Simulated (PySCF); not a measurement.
## Removal energies of In(31+) from EOM-IP-GCCSD

Reference: closed-shell In(31+), [Ar]; one electron is removed. Calculated with PySCF 2.14, two-component X2C-1e with screened spin-orbit coupling, an even-tempered Gaussian basis (18 s from 1.8 bohr⁻², ratio 2.6; 14 p from 2.3 bohr⁻², ratio 2.6; 6 d from 2.4 bohr⁻², ratio 2.8; 3 f from 43 bohr⁻², ratio 2.8); frozen [Ne]; the 62 highest virtual spinors dropped; of the others 50 kept and the rest restored at second order. No Breit or QED terms. Binding energies in eV.

```csv
level,Koopmans
3p1/2,2014.2
3p3/2,1964.0
```

Task: How does correlation move these levels?

Result: 3p1/2: second order 2014.2, EOM-CCSD 2014.4; 3p3/2: second order 1964.4, EOM-CCSD 1964.7.

For comparison, the ionisation energy of In(31+) is 1961 ± 5 eV (semi-empirical (NIST evaluation); NIST Atomic Spectra Database, ionization energies).

Only part of the computed levels is shown.
